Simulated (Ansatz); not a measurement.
Mulliken charges of CH6GaNO (`NC[O][GaH2]`) from PBE/def2-TZVPP in Ansatz (PBE0-D4/def2-TZVP geometry).

| atom | x (Å) | y (Å) | z (Å) | charge (e) |
| --- | --- | --- | --- | --- |
| N1 | -0.795 | 1.509 | -0.712 | -0.322 |
| C2 | 0.087 | 0.389 | -0.797 | 0.049 |
| O3 | -0.348 | -0.742 | -0.067 | -0.314 |
| Ga4 | 0.599 | -1.513 | 1.234 | 0.226 |
| H5 | -1.724 | 1.253 | -1.023 | 0.143 |
| H6 | -0.870 | 1.842 | 0.241 | 0.133 |
| H7 | 1.082 | 0.712 | -0.463 | 0.068 |
| H8 | 0.162 | 0.096 | -1.849 | 0.088 |
| H9 | -0.082 | -2.758 | 1.870 | -0.023 |
| H10 | 1.972 | -0.840 | 1.570 | -0.049 |

By hand: the dipole of these point charges (1 e Å = 4.8032 D).

Σ q r = (0.136, 0.010, 0.062) e Å, of length 0.150 e Å = 0.72 D.

How does the dipole of the full density compare? (Estimate.)

Ansatz gave: (0.034, -0.046, 0.176) e Å, 0.89 D; the point charges give 0.81 times that, at 57° from its direction.

Point charges leave out the atoms' own dipoles, such as those of lone pairs, and Mulliken's split depends on the basis, so the two needn't agree.
